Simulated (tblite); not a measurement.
C4H9FNSi (doublet state).
Numbering: `[H]/[N:7]=[C:6]/[CH2:5][CH2:4][Si@@H:2]([CH3:1])[F:3]` (hydrogens: H8, H9, H10 on C1; H11 on Si2; H12, H13 on C4; H14, H15 on C5; H16 on N7)

Structure optimised with GFN2-xTB, isolated species. This method treats the open shell by occupation alone, without spin polarisation.

Task: Give the optimised bond lengths and angles.

Result: 
| bond | length (Å) |
| --- | --- |
| C1–Si2 | 1.891 |
| Si2–F3 | 1.623 |
| Si2–C4 | 1.897 |
| C4–C5 | 1.541 |
| C5–C6 | 1.464 |
| C6=N7 | 1.238 |
| C1–H8, C1–H9, C1–H10 | 1.086 |
| Si2–H11 | 1.460 |
| C4–H12 | 1.092 |
| C4–H13 | 1.090 |
| C5–H14 | 1.093 |
| C5–H15 | 1.093 |
| N7–H16 | 1.013 |

Bonds in one row agree within 0.01 Å and their mean is given. A selection of angles:
| angle | degrees |
| --- | --- |
| Si2–C1–H8 | 111.6 |
| H8–C1–H9 | 107.7 |
| C1–Si2–F3 | 107.3 |
| C1–Si2–C4 | 113.0 |
| C1–Si2–H11 | 113.5 |
| F3–Si2–C4 | 106.2 |
| F3–Si2–H11 | 102.9 |
| C4–Si2–H11 | 113.0 |
| Si2–C4–C5 | 112.5 |
| Si2–C4–H12 | 110.5 |
| Si2–C4–H13 | 111.1 |
| C5–C4–H12 | 107.9 |
| C5–C4–H13 | 108.4 |
| H12–C4–H13 | 106.2 |
| C4–C5–C6 | 114.4 |
| C4–C5–H14 | 110.2 |
| C4–C5–H15 | 110.0 |
| C6–C5–H14 | 107.8 |
| C6–C5–H15 | 107.4 |
| H14–C5–H15 | 106.9 |
| C5–C6–N7 | 129.8 |
| C6–N7–H16 | 120.4 |

Torsions: C1–Si2–C4–C5 -171° (antiperiplanar); Si2–C4–C5–C6 178° (antiperiplanar); C4–C5–C6–N7 -2° (synperiplanar); H16–N7–C6–C5 180° (antiperiplanar).

The 2 C–C bonds span 1.464 Å (C5–C6, drawn single) to 1.541 Å (C4–C5, drawn single), a spread of 0.077 Å. Of the pairs four or more bonds apart, N7···H12 is among the closest relative to their van der Waals radii: 2.81 Å, 102 % of the sum of Bondi's values. Si2 (silicon bonded to 2 C, F and H) is distorted tetrahedral (angles from 102.9° to 113.5°).

Point group: C1 (no symmetry element, even within 0.4 Å). Its GFN2-xTB frequencies are all real (lowest 39 cm⁻¹).

One conformer stands for the species.

All values are computed, not measured.
